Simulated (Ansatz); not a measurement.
Relaxation of AlF₂H₅OSi (10 atoms, charge 0, multiplicity 1), to a largest force component of 0.03 eV/Å in at most 50 steps.

Level of theory: RKS r2SCAN-D4/def2-SVP (Ansatz 0.2.0).

```xyz
10
Properties=species:S:1:pos:R:3
Al -0.026 -0.195 0.079
O -0.193 -0.320 1.805
Si -1.321 -0.511 3.013
H -2.457 -1.365 2.538
H -0.675 -1.166 4.188
H -1.854 0.827 3.412
F 1.470 -0.264 -0.610
F -1.368 -0.118 -0.882
H 0.116 2.428 0.913
H 0.052 1.832 1.316
```

**Question.** Where does it end, and by what steps?

**Answer.** The forces met the threshold. After 15 steps the energy has fallen by 0.271 eV; H9 moved furthest, 0.81 Å.

```tsv
step	energy less start (eV)	largest force component (eV/Å)	accepted
0	0.0000	1.371	yes
1	-0.1000	0.905	yes
2	-0.1586	0.800	yes
3	-0.2101	0.309	yes
4	-0.2240	0.189	yes
5	-0.2373	0.132	yes
6	-0.2493	0.219	yes
7	-0.2543	0.178	yes
8	-0.2586	0.137	yes
9	-0.2606	0.127	yes
10	-0.2671	0.068	yes
11	-0.2603	0.258	no
12	-0.2685	0.042	yes
13	-0.2692	0.229	yes
14	-0.2704	0.049	yes
15	-0.2710	0.017	yes
```

```xyz
10
Properties=species:S:1:pos:R:3
Al -0.041 0.056 0.227
O -0.723 -0.276 1.723
Si -1.430 -0.668 3.160
H -2.624 -1.534 2.932
H -0.463 -1.397 4.033
H -1.863 0.578 3.861
F 1.563 -0.248 -0.041
F -0.994 0.400 -1.087
H -0.046 2.166 0.162
H 0.366 2.070 0.802
```

Time of the run: 29 s on 4 threads of Arm Neoverse V2, on a shared host, peak memory 0.18 GiB.
